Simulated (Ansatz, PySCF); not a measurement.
Spin states of FNbO (SMILES [O]=[Nb][F]), each relaxed with B3LYP-D3(BJ)/def2-TZVP.
State 1 (charge 0, multiplicity 3):
```xyz
3

Nb     0.338    -0.139     0.471
O      1.116    -0.207    -1.036
F     -1.487     0.394     0.495
```
State 2 (charge 0, multiplicity 1):
```xyz
3

Nb     0.37657    -0.15889     0.55072
O      0.97881    -0.16856    -1.02008
F     -1.38845     0.37483     0.39903
```

```csv
level,energy of the multiplicity-1 state less that of the multiplicity-3 state (kcal/mol),cost
SVWN5/def2-TZVPP,9.12,×0.6
PBE/def2-TZVPP,14.39,×1
PBE-D3(BJ)/def2-TZVPP,14.37,×1
PBE-D4/def2-TZVPP,14.36,×1
BLYP/def2-TZVPP,11.55,×1
BLYP-D3(BJ)/def2-TZVPP,11.51,×1
BLYP-D4/def2-TZVPP,11.45,×1
r2SCAN/def2-TZVPP,20.76,×2
r2SCAN-D3(BJ)/def2-TZVPP,20.76,×2
r2SCAN-D4/def2-TZVPP,20.76,×2
B97M-V/def2-TZVPP,15.77,×4
r2SCANh/def2-TZVPP,21.98,×2
B3LYP/def2-TZVPP,15.12,×0.9
B3LYP-D3(BJ)/def2-TZVPP,15.09,×0.9
B3LYP-D4/def2-TZVPP,15.07,×0.9
PBE0/def2-TZVPP,19.33,×0.9
PBE0-D3(BJ)/def2-TZVPP,19.32,×0.9
PBE0-D4/def2-TZVPP,19.31,×0.9
BHLYP/def2-TZVPP,20.26,×1
BHLYP-D3(BJ)/def2-TZVPP,20.24,×1
BHLYP-D4/def2-TZVPP,20.23,×1
CAM-B3LYP/def2-TZVPP,16.66,×1
CAM-B3LYP-D3(BJ)/def2-TZVPP,16.65,×1
CAM-B3LYP-D4/def2-TZVPP,16.64,×1
wB97X-V/def2-TZVPP,15.18,×4
wB97M-V/def2-TZVPP,14.28,×4
B2PLYP/def2-TZVPP,13.39,×2
B2PLYP-D3(BJ)/def2-TZVPP,13.38,×2
B2PLYP-D4/def2-TZVPP,13.37,×2
CCSD/def2-SVP,13.97,-
CCSD/def2-TZVPP,15.84,-
CCSD(T)/def2-SVP,7.80,×4
CCSD(T)/def2-TZVPP,9.56,×30
"CCSD(T)/CBS(def2-SVP, def2-TZVPP)",10.43,×30
```

The rows run from 7.80 (CCSD(T)/def2-SVP) to 21.98 kcal/mol (r2SCANh/def2-TZVPP). From def2-SVP to def2-TZVPP CCSD(T) changes by 1.77. The dispersion term adds -0.02 in PBE-D3(BJ), -0.03 in PBE-D4, -0.04 in BLYP-D3(BJ). The 13 functionals in def2-TZVPP without D3 or D4 span 12.87, from SVWN5 to r2SCANh.

Singlets are restricted, other states unrestricted; no spin–orbit coupling, no relativity up to Kr; see below for the cores. The largest T1 diagnostic is 0.068.

Correlated levels freeze the inner cores; with def2 sets outer-core shells near the valence are correlated too. CBS: X⁻³ extrapolation of the correlation energy, Hartree–Fock from the larger set.

Doubts at one or more of the structures used: a restricted determinant that unrestricted orbitals would lower (B2PLYP/def2-TZVPP, B2PLYP-D3(BJ)/def2-TZVPP, B2PLYP-D4/def2-TZVPP, CCSD/def2-SVP, CCSD/def2-TZVPP, CCSD(T)/def2-SVP, CCSD(T)/def2-TZVPP, CCSD(T)/CBS(def2-SVP, def2-TZVPP)); T1 above 0.05 (CCSD/def2-SVP, CCSD(T)/def2-SVP, CCSD(T)/CBS(def2-SVP, def2-TZVPP)).

The values were computed with Ansatz (an electronic-structure program); PySCF for the dispersion terms. Values without a source in brackets are computed. In def2 rows elements past Kr take small-core potentials, without spin–orbit coupling.

Costs are rough ratios of core time to PBE/def2-TZVPP (about 7 s over the structures, on one shared machine); a dash marks a level with no comparable run of its own.
